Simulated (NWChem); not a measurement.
Molecule: MoNH$_{2}$SOF; SMILES [F][Mo](=[S])([NH2])=[O]

```xyz
7

Mo    -0.0150     0.2100     0.0597
O      0.2370     0.7023     1.6303
S     -0.0905    -1.9000    -0.0606
F     -1.5734     0.9473    -0.6087
N      1.4814     0.7981    -0.9582
H      2.0971     1.5431    -0.6377
H      1.8756     0.3065    -1.7569
```
Atoms are numbered in this order, from 1.

All runs: NWChem. Structure relaxed at the PBE0/def2-SVP level. Not confirmed as a minimum by frequencies. def2 effective core potentials on Mo; no spin-orbit coupling.

Q: Predict the results for PBE/def2-SVP. Quantities: highest occupied level (eV); orbital gap (eV); dipole (D).

A: 
```json
{
  "highest occupied level (eV)": "-6.48",
  "orbital gap (eV)": "2.97",
  "dipole (D)": "3.82"
}
```
